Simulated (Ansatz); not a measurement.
Ideal-gas functions of `FB1[SiH2][SiH2]1` at 500 K and 1 bar, from an Ansatz frequency run at PBE0-D4/def2-TZVP.

Molar mass 90.01 g/mol, point group Cs (symmetry number 1), electronic degeneracy 1, moments of inertia 102.767, 130.546, 222.014 u Å². Harmonic wavenumbers (cm⁻¹, unscaled): 94, 162, 310, 313, 388, 480, 545, 574, 580, 625, 705, 885, 909, 1354, 2209, 2212, 2239, 2249.

Use S(trans) = R[1.5 ln M + 2.5 ln T − 1.1517]; rotational temperatures θ = 24.2544 K / I; S(rot) = R[ln(√π/σ · √(T³/θAθBθC)) + 1.5]; for each mode x = 1.438777 ν̃/T, S = R[x/(eˣ − 1) − ln(1 − e⁻ˣ)] and H = RT x/(eˣ − 1); 1 cm⁻¹ = 0.0119627 kJ/mol; R = 8.31446 J/(mol·K).

**Question.** By hand: the entropy, in J/(mol·K).

**Answer.** Translation 175.7. Rotation: θ = 0.236, 0.1858, 0.1092 K, giving 116.9. Vibration, mode by mode: 19.21, 14.74, 9.53, 9.46, 7.82, 6.26, 5.38, 5.03, 4.96, 4.47, 3.73, 2.48, 2.35, 0.84, 0.11, 0.11, 0.10, 0.10, in all 96.7. Electronic 0.0. Sum 389.3 J/(mol·K).

**Question.** By hand: H − E and G − E in kJ/mol, counted from the electronic energy.

**Answer.** Zero-point energy ½ × 16833 × 0.0119627 = 100.7; thermal vibration 26.2; translation, rotation and pV give 4 RT = 16.6. H − E = 143.5 kJ/mol, and G − E = 143.5 − 500 × 389.3/1000 = -51.2 kJ/mol.

Vibration gives 25 % of the entropy, 19.2 J/(mol·K) of it from the mode under 150 cm⁻¹: soft modes count most, and the harmonic formula is weakest for them.
